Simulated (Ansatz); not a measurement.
The cluster Pd4O3⁺. Charge 1, multiplicity 2. Geometry PBE-D4/def2-SVP.

| atom | x (Å) | y (Å) | z (Å) |
| --- | --- | --- | --- |
| Pd1 | 1.5596 | -0.0377 | 0.1982 |
| Pd2 | -0.6592 | -1.4061 | -0.1599 |
| Pd3 | -0.4809 | 1.0598 | 1.3988 |
| Pd4 | 0.6355 | 0.0268 | -2.2650 |
| O5 | -1.2219 | -0.6686 | 1.4695 |
| O6 | -0.0351 | -1.6826 | -1.8981 |
| O7 | 0.2019 | 2.7084 | 1.2565 |

In the def2 sets Pd takes a core potential, while STO-3G treats all electrons; there is no spin–orbit coupling. At HF/STO-3G, HF/def2-TZVP, PBE-D4/def2-SVP, PBE-D4/def2-TZVP and others the charge 1 doublet is spin-contaminated (final ⟨S²⟩ up to 5.63, 0.75 for a pure state). Another isomer (doublet) lies 0.41 eV lower at PBE0-D4/def2-TZVP; other spin states weren't run for this one.

Estimate the α-spin orbital energies around the gap (eV) in Ansatz with HF/STO-3G, HF/def2-TZVP, PBE-D4/def2-SVP, PBE-D4/def2-TZVP, revPBE-D4/def2-TZVP.


```csv
orbital,HF/STO-3G,HF/def2-TZVP,PBE-D4/def2-SVP,PBE-D4/def2-TZVP,revPBE-D4/def2-TZVP
HOMO−9,-15.17,-17.38,-12.06,-11.99,-11.87
HOMO−8,-15.11,-17.10,-11.84,-11.77,-11.65
HOMO−7,-14.82,-16.99,-11.73,-11.67,-11.54
HOMO−6,-14.14,-16.79,-11.51,-11.45,-11.32
HOMO−5,-13.85,-16.66,-11.30,-11.25,-11.12
HOMO−4,-13.44,-16.40,-11.26,-11.20,-11.08
HOMO−3,-13.06,-16.10,-11.14,-11.08,-10.96
HOMO−2,-10.82,-16.03,-11.07,-11.01,-10.89
HOMO−1,-10.66,-15.19,-11.00,-10.94,-10.81
HOMO,-9.10,-13.73,-10.88,-10.83,-10.70
LUMO,-1.74,-4.85,-10.04,-9.99,-9.85
LUMO+1,-1.38,-3.74,-9.98,-9.93,-9.78
LUMO+2,-0.88,-3.18,-9.96,-9.91,-9.77
LUMO+3,0.24,-2.42,-8.52,-8.50,-8.33
LUMO+4,1.39,-2.10,-7.20,-7.20,-7.04
LUMO+5,2.59,-1.75,-5.23,-5.39,-5.26
β HOMO,-8.81,-12.37,-10.78,-10.73,-10.61
β LUMO,-2.34,-4.34,-10.18,-10.12,-9.97
```
